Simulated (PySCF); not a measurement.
**Polarisability of [OsO3N]-**

Species: [OsO3N]- (charge -1 and singlet state).
Cartesian coordinates in Å at the PBE0-D3(BJ)/def2-SVP level; atoms count from 1:
```
atom  x, y, z in Å
Os1    0.0038    0.0071    0.0035
O2    -0.0135   -0.0637    1.7423
O3     1.6370   -0.0076   -0.5959
O4    -0.8491    1.4140   -0.5642
N5    -0.7782   -1.3498   -0.5857
```

Level: CAM-B3LYP/def2-SVPD (PySCF), static field, nuclei fixed, core orbitals frozen in the response. The polarisability tensor in these axes (au):

```
x   60.03  1.23  0.56
y    1.23 61.49  0.97
z    0.56  0.97 59.74
```

Question: What are the eigenvalues, a third of the trace, and Δα (Δα² = ½Σ(αi − αj)² over the three pairs)?

Answer: Principal values 59.30, 59.33 and 62.63 au; mean 60.42 au = 8.95 Å³ = 9.96 × 10⁻⁴⁰ C²·m²/J; Δα = 3.31 au (5 % of the mean).

Question: Rayleigh depolarisation ratio (linearly polarised light, static tensor)?

Answer: ρ = 3Δα²/(45ᾱ² + 4Δα²) = 32.9/(164283 + 43.9) = 0.0002.

Question: In TDDFT the mean static polarisability is Σ f/ω² over all singlet excitations (ω in hartree). How much of it do the 10 lowest give? Their energies (eV) and oscillator strengths: 3.40, 0.0000; 3.69, 0.0020; 3.69, 0.0020; 4.45, 0.0256; 4.68, 0.0005; 4.68, 0.0006; 4.78, 0.0058; 4.78, 0.0059; 5.14, 0.0000; 5.26, 0.0025.

Answer: They add up to 1.66 au, 2.8 % of the 60.42 au; the largest single term is 0.96 au, from the state at 4.45 eV. Terms in order: 0.00, 0.11, 0.11, 0.96, 0.02, 0.02, 0.19, 0.19, 0.00, 0.07 au. Higher excitations give the rest. The strengths listed sum to 0.045.

Isolated species at its PBE0-D3(BJ)/def2-SVP geometry, gas phase. Atoms past krypton carry effective core potentials; spin–orbit coupling is left out. The geometry's basis has no diffuse functions.
